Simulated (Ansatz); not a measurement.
CH4MgS (SMILES C[S][MgH]), singlet, at a GFN2-xTB geometry (such geometries of metal compounds can be far from the true shape); B3LYP/def2-SVPD (Ansatz, a first-principles code).

The Ansatz input:
Ansatz 0.2 input:
```yaml
crystal:
  periodic: [false, false, false]
  atoms:
    - {symbol: Mg, position_ang: [-0.14307469, 0.19547461, 1.57332215]}
    - {symbol: H, position_ang: [-1.44782493, 1.07116680, 1.97624551]}
    - {symbol: S, position_ang: [0.64796734, -0.45407737, -0.49516164]}
    - {symbol: C, position_ang: [-0.71213483, 0.37416736, -1.37592179]}
    - {symbol: H, position_ang: [-1.24883559, -0.37459795, -1.95450640]}
    - {symbol: H, position_ang: [-0.28182393, 1.11066044, -2.05110162]}
    - {symbol: H, position_ang: [-1.39928766, 0.86730914, -0.67238632]}
basis:
  gaussian:
    orbitals: def2-SVPD
hamiltonian:
  xc: b3lyp
```

Output, abridged:

```
Functional definition: B3LYP
908 factors; their error is unknown
mean field evaluation 1: about -17372.4977 eV, gradient 4.1e1 eV
mean field evaluation 2: about -17366.9556 eV, gradient 5.8e1 eV
mean field evaluation 4: about -17377.2649 eV, gradient 2.3e0 eV
mean field evaluation 8: about -17377.2827 eV, gradient 1.9e-2 eV
mean field evaluation 16: about -17377.3814 eV, gradient 1.7e-5 eV
mean field -17377.38140103 eV, -638.6069876758 hartree, gradient 1.7e-5 eV, S^2 0.000000; 0 other end points of the search recorded, 0 dependent functions left out
reference -17377.38167117 eV, -638.6069976031 hartree; 19, 19 occupied and 81, 81 virtual orbitals, 908 factors
Total energy: -17377.38167117 eV, -638.6069976031 hartree
```
